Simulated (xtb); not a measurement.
C₂H₇BiO₂, SMILES C[CH2][Bi]([OH])[OH]. All values are semi-empirical tight-binding results from xtb (GFN2-xTB unless named), good for trends rather than for accurate numbers. Geometry optimised at GFN2-xTB. The values are those of a single conformer.

For metal compounds this method's bond lengths and energies can be far off.

Estimate the properties. (An estimate is asked for; the answer gives what the named calculation found.)


| Quantity | Value |
|---|---|
| orbital gap | 6.15 eV |
| zero-point energy | 56.0 kcal/mol |
| G − E(el) at 298.15 K (modified RRHO) | 34.3 kcal/mol |
